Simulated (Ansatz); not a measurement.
Single points on NiI2(H2O)2 (NiI₂O₂H₄).

```yaml
crystal:
  periodic: [false, false, false]
  atoms:
    - {symbol: Ni, position_ang: [-0.168203, 0.002184, -0.116247]}
    - {symbol: I, position_ang: [-1.370698, 0.122493, 2.102247]}
    - {symbol: I, position_ang: [1.480363, -0.123875, -2.026316]}
    - {symbol: O, position_ang: [-0.174960, 1.894973, -0.234099]}
    - {symbol: H, position_ang: [0.673049, 2.188308, -0.639375]}
    - {symbol: H, position_ang: [-0.235257, 2.266929, 0.675527]}
    - {symbol: O, position_ang: [-0.314131, -1.888619, -0.104134]}
    - {symbol: H, position_ang: [-0.399147, -2.191915, 0.828713]}
    - {symbol: H, position_ang: [0.508995, -2.270467, -0.486316]}
basis:
  gaussian: {orbitals: def2-TZVP, initial_orbitals: start.molden}
hamiltonian: {xc: {name: BLYP}, dispersion: d4}
scf: {omitted_lower_state_checks: [starts]}
output: {orbitals: {seedname: orbitals}}
```

The file start.molden holds the orbitals of an earlier run on this structure, at another level or in another basis.

```sh
$ ansatz run in.yaml --threads 4 --pin off --events-out ev --progress --plain --max-ram 8704MiB
```

It prints (some lines left out):

```
Functional definition: BLYP
1659 factors; their error is unknown
mean field evaluation 1: about -61409.1901 eV, gradient 1.7e1 eV
mean field evaluation 2: about -61409.6385 eV, gradient 5.4e-1 eV
mean field evaluation 4: about -61409.6006 eV, gradient 4.0e-1 eV
mean field evaluation 8: about -61409.6007 eV, gradient 1.1e-5 eV
mean field -61409.60074254 eV, -2256.7612023660 hartree, gradient 1.1e-5 eV, S^2 0.000000; 0 other end points of the search recorded, 0 dependent functions left out
reference -61409.60109119 eV, -2256.7612151785 hartree; 49, 49 occupied and 182, 182 virtual orbitals, 1659 factors
Total energy: -61410.22669723 eV, -2256.7842057764 hartree
Checks for a lower state left out: starts
```

Hardware: 4 threads of Intel Xeon Platinum 8488C on a shared host. Wall time 3.7 s.

As the first input, with `gaussian: {orbitals: def2-SVP, initial_orbitals: start.molden}`, `hamiltonian: {xc: {text: "exchange = 0.90*pbe_x + 0.10*exact_x\ncorrelation = pbe_c"}}` (abridged; 4 s):

```
Functional definition: unnamed
mean field -61388.15630892 eV, -2255.9731339660 hartree, gradient 2.4e-5 eV, S^2 0.000000
Total energy: -61388.15635275 eV, -2255.9731355767 hartree
Checks for a lower state left out: starts
```

The first input with `hamiltonian: {xc: {name: B97M-V}}` (abridged; 11 s):

```
Functional definition: B97M-V
mean field -61399.97629504 eV, -2256.4075104440 hartree, gradient 2.1e-5 eV, S^2 0.000000
Total energy: -61399.97635330 eV, -2256.4075125852 hartree
Checks for a lower state left out: starts
```

As the first input, with `gaussian: {orbitals: def2-SVP, initial_orbitals: start.molden}`, `correlation: {method: ccsd_t}` and without the key `hamiltonian` (abridged; 61 s):

```
Functional definition: HF
mean field -61279.36383866 eV, -2251.9750844262 hartree, gradient 5.7e-6 eV, S^2 0.000000; unrestricted orbitals would lower it
mean field evaluation 16: about -61280.2975 eV, gradient 1.0e0 eV
15 core orbitals not correlated: weight in the atoms' cores, before any rotation towards them, 1.000 or more for the frozen orbitals, at most 0.000 for the correlated occupied ones
second order -27.56151758 eV of doubles, -0.00000000 eV of singles
cycle   1  -27.15311651 eV  change    4.1e-1 eV  update   1.7e-1
cycle   2  -28.05432195 eV  change   -9.0e-1 eV  update   6.5e-2
cycle   3  -28.36647248 eV  change   -3.1e-1 eV  update   6.0e-2
cycle   4  -28.45773635 eV  change   -9.1e-2 eV  update   3.1e-2
cycle   5  -28.48024794 eV  change   -2.3e-2 eV  update   1.6e-2
cycle   6  -28.48924009 eV  change   -9.0e-3 eV  update   6.1e-3
cycle   7  -28.49236143 eV  change   -3.1e-3 eV  update   4.4e-3
cycle   8  -28.49733358 eV  change   -5.0e-3 eV  update   3.5e-3
cycle   9  -28.49734312 eV  change   -9.5e-6 eV  update   2.8e-3
cycle  10  -28.49528789 eV  change    2.1e-3 eV  update   2.2e-3
cycle  11  -28.49588721 eV  change   -6.0e-4 eV  update   1.4e-3
cycle  12  -28.49747092 eV  change   -1.6e-3 eV  update   7.2e-4
cycle  13  -28.49789539 eV  change   -4.2e-4 eV  update   3.8e-4
cycle  14  -28.49816134 eV  change   -2.7e-4 eV  update   2.3e-4
cycle  15  -28.49796973 eV  change    1.9e-4 eV  update   1.4e-4
cycle  16  -28.49795262 eV  change    1.7e-5 eV  update   9.1e-5
cycle  17  -28.49794266 eV  change    1.0e-5 eV  update   4.9e-5
perturbative correction -0.85405863 eV, -0.0313860758 hartree
Total energy: -61308.71583996 eV, -2253.0537505783 hartree
Checks for a lower state left out: starts
```

As the first input, with `gaussian: {orbitals: def2-SVP, initial_orbitals: start.molden}`, `hamiltonian: {xc: {text: "exchange = 0.60*pbe_x + 0.40*exact_x\ncorrelation = pbe_c"}}` (abridged; 4.1 s):

```
Functional definition: unnamed
mean field -61390.03540451 eV, -2256.0421894554 hartree, gradient 1.8e-5 eV, S^2 0.000000
Total energy: -61390.03543142 eV, -2256.0421904442 hartree
Checks for a lower state left out: starts
```

The first input with `hamiltonian: {xc: hse06, dispersion: d4}` (abridged; 8 s):

```
Functional definition: HSE06
mean field -61400.06141191 eV, -2256.4106384315 hartree, gradient 2.4e-5 eV, S^2 0.000000
Total energy: -61400.30497585 eV, -2256.4195892411 hartree
Checks for a lower state left out: starts
```

The first input with `hamiltonian: {xc: r2scan, dispersion: d4}` (abridged; 6 s):

```
Functional definition: r2SCAN
mean field -61415.01696774 eV, -2256.9602449706 hartree, gradient 1.6e-5 eV, S^2 0.000000
Total energy: -61415.08490896 eV, -2256.9627417648 hartree
Checks for a lower state left out: starts
```

Geometry: PBE-D4/def2-SVP.

In the def2 sets I takes a core potential; there is no spin–orbit coupling. HSE06 is defined as in plane-wave codes, on full-range PBE exchange. Correlated methods freeze 15 core orbitals; core or outer-core shells of Ni, I are correlated, in sets that lack core-valence functions. The restricted singlet is unstable towards broken spin symmetry at other levels; at BLYP-D4/def2-TZVP, PBE with 10 % exact exchange/def2-SVP, B97M-V/def2-TZVP, PBE with 40 % exact exchange/def2-SVP and others this wasn't settled. At CCSD(T)/def2-SVP, r2SCAN-D4/def2-TZVP the restricted singlet (for correlated methods, its reference) is unstable: a solution with broken spin symmetry lies lower. At PBE0-D4/def2-TZVP a triplet of charge 0 lies 0.51 eV below the restricted singlet, each at its own geometry.
